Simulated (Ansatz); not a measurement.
The molecule InRu, multiplicity 4 (lowest of 2S+1 = 2, 4, 6 at PBE0/def2-TZVPP; our sources give no spin for the ground state, which may be another). No spin–orbit coupling.

Seven points along R, fitted to fifth degree in 1/R; most abundant isotopes. In def2 and cc sets the state is the lowest found near the PBE0 minimum, followed along R.

Codes used: Ansatz (a quantum-chemistry and plane-wave program) with Gaussian orbitals.  In def2 rows elements past Kr take small-core potentials, without spin–orbit coupling.

Energies at PBE/def2-TZVPP:

| R (Å) | E (hartree) |
|---|---|
| 2.484034 | -285.01870804 |
| 2.550809 | -285.02040151 |
| 2.612242 | -285.02085410 |
| 2.681688 | -285.02039045 |
| 2.751134 | -285.01913081 |
| 2.831264 | -285.01693729 |
| 2.924749 | -285.01366222 |

With a reduced mass of 54.0072 u, find the minimum, the force constant and the constants.

A fifth-degree polynomial in 1/R puts the minimum at r_e = 2.6130 Å with force constant 93.7 N/m. Then ω_e = (1/2πc)√(k/μ) = 172 cm⁻¹ and B_e = h/(8π²cμr_e²) = 0.04572 cm⁻¹; the cubic and quartic terms give α_e = 0.00018 and ω_e x_e = 0.35 cm⁻¹.
